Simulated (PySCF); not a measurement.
Ge(H)(Cl)2(Me) (CH4Cl2Ge), SMILES [CH3][GeH]([Cl])[Cl]. Heavy atoms are numbered as in [GeH:1]([CH3:2])([Cl:3])[Cl:4]. Hydrogens are named by the atom that carries them.

Coordinates come from a r2SCAN-D4/def2-SVP optimisation.

Computed with ωB97X/def2-TZVP run with PySCF.

Atomic charges (e), one atom of each kind:

```
atom       Mulliken  Löwdin  meta-Löwdin
---------  --------  ------  -----------
Ge1 (GeH)      0.53   -0.04   (withheld)
C2 (CH3)      -0.46   -0.50   (withheld)
Cl3           -0.29    0.09        -0.32
H on Ge1       0.05   -0.05   (withheld)
H on C2        0.15    0.13         0.14
```

**Question.** Fill in the missing entries. (The exact figures need the calculation; the answer reports its results.)

**Answer.** 
- Ge1 (GeH), meta-Löwdin: 0.84
- C2 (CH3), meta-Löwdin: -0.55
- H on Ge1, meta-Löwdin: -0.06
